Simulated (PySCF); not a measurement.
Molecule: Cl2Zn, SMILES [Cl][Zn][Cl]. Atoms near the plane z = 0.0 Å, at the PBE0/def2-SVP optimised geometry (x, y, z in Å): Zn1 (0.0, 0.0, 0.0), Cl2 (-2.1, 0.0, 0.0), Cl3 (2.1, 0.0, 0.0).

Computed with PySCF with PBE0/def2-TZVP. Cells within 0.4 Å of a nucleus heavier than hydrogen are left out (blank, or x). The values are rescaled to run from 0 to 1.

```
|5555555555555555555555555555555|
|5555555555555555555555555555555|
|5555555555555555555555555555555|
|5555555555555555555555555555555|
|5555555555556666666555555555555|
|5555555555666666666665555555555|
|5555555566666666666666655555555|
|5555555666666666666666665555555|
|5555666666666677766666666665555|
|5556666666666777776666666666555|
|5566666655667778777665566666655|
|5666666555567788877655556666665|
|6666676544457888887544456766666|
|6666777631246876786421367776666|
|66677897x103696x696301x79877666|
|6667899xxx0369xxx9630xxx9987666|
|66677897x103696x696301x79877666|
|6666777631246876786421367776666|
|6666676544457888887544456766666|
|5666666555567788877655556666665|
|5566666655667778777665566666655|
|5556666666666777776666666666555|
|5555666666666677766666666665555|
|5555555666666666666666665555555|
|5555555566666666666666655555555|
|5555555555666666666665555555555|
|5555555555556666666555555555555|
|5555555555555555555555555555555|
|5555555555555555555555555555555|
|5555555555555555555555555555555|
|5555555555555555555555555555555|
```
Scale: ten equal steps from 0.000 (start of '0') to 1.00 (end of '9'), in the order '0123456789'; x runs from -4.50 to 4.50, y from -4.50 (bottom) to 4.50 (top).

Question: Which quantity is mapped?
(A) electron localisation function
(B) log10 of the electron density
(C) an orbital amplitude
(D) deformation density (molecule minus spherical neutral atoms)

Answer: C, an orbital amplitude. In full: LUMO amplitude (bohr^(-3/2)).
